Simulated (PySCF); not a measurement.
Deuteron quadrupole couplings in `CC/C(=C/CF)CCF`

Compound: C7H12F2.
Atom-mapped SMILES: `[CH3:1][CH2:2]/[C:3](=[CH:4]/[CH2:5][F:6])[CH2:7][CH2:8][F:9]` (hydrogens: H10, H11, H12 on C1; H13, H14 on C2; H15 on C4; H16, H17 on C5; H18, H19 on C7; H20, H21 on C8)

Cartesian coordinates in Å at the GFN2-xTB level; atoms count from 1:
```xyz
21
C7H12F2 angstrom
C      2.441   -0.867    0.514
C      1.323   -0.905   -0.529
C      0.205    0.030   -0.151
C      0.135    1.253   -0.662
C     -0.908    2.283   -0.378
F     -0.381    3.545   -0.541
C     -0.811   -0.521    0.815
C     -2.014   -1.112    0.083
F     -2.754   -0.123   -0.518
H      2.847    0.139    0.589
H      2.069   -1.158    1.494
H      3.243   -1.546    0.236
H      1.732   -0.617   -1.498
H      0.941   -1.925   -0.610
H      0.883    1.582   -1.370
H     -1.745    2.202   -1.081
H     -1.291    2.236    0.646
H     -1.169    0.258    1.491
H     -0.364   -1.317    1.412
H     -1.702   -1.795   -0.714
H     -2.689   -1.626    0.775
```

Level: PBE0/pcSseg-1 (PySCF, non-relativistic); Q(2H) = 0.00286 b; rigid geometry, the same for H and D, with no vibrational averaging.

**Question.** Rank these positions by the coupling χzz of a deuteron there, largest first.
A. H11 (methyl hydrogen)
B. H17 (methylene hydrogen)
C. H15 (vinylic hydrogen)
D. H16 (methylene hydrogen)
E. H18 (methylene hydrogen)

**Answer.** C (218 kHz), A (212 kHz), E (204 kHz), B (196 kHz), D (191 kHz).

**Question.** What are Vzz, η and χzz (234.96 MHz × Q × Vzz) at all hydrogens?

**Answer.** 
| atom | bonded to | bond length (Å) | Vzz (au) | η | χzz (kHz) |
| --- | --- | --- | --- | --- | --- |
| H10 | C1 | 1.087 | 0.3141 | 0.02 | 211 |
| H11 | C1 | 1.088 | 0.3159 | 0.03 | 212 |
| H12 | C1 | 1.087 | 0.3164 | 0.02 | 213 |
| H13 | C2 | 1.091 | 0.3049 | 0.02 | 205 |
| H14 | C2 | 1.093 | 0.3035 | 0.02 | 204 |
| H15 | C4 | 1.081 | 0.3249 | 0.08 | 218 |
| H16 | C5 | 1.097 | 0.2843 | 0.06 | 191 |
| H17 | C5 | 1.094 | 0.2915 | 0.08 | 196 |
| H18 | C7 | 1.091 | 0.3043 | 0.02 | 204 |
| H19 | C7 | 1.091 | 0.3045 | 0.03 | 205 |
| H20 | C8 | 1.095 | 0.2883 | 0.07 | 194 |
| H21 | C8 | 1.095 | 0.2887 | 0.07 | 194 |

**Question.** How does χzz go with the bond length over the 12 C–H bonds?

**Answer.** A straight-line fit has a slope of -19.5 kHz for each 0.01 Å, with a correlation coefficient of -0.97, over lengths from 1.081 to 1.097 Å. The longer bonds have the smaller couplings here.

**Question.** A static deuteron (I = 1) shows a doublet split by (3/2)χ, (3/4)χ(1 + η) and (3/4)χ(1 − η) with the field along z, y and x of the gradient. What are these for H14?

**Answer.** With |χ| = 204.0 kHz and η = 0.025: 306, 157 and 149 kHz, to first order and without motion.

The structure is a single GFN2-xTB conformer in the gas phase; no vibrational or solvent corrections. GFN2-xTB bond lengths can be off by several hundredths of an ångström, more for odd bonds, and the gradients follow them. The basis is small and wasn't made for field gradients, so the couplings can be 20 % off.
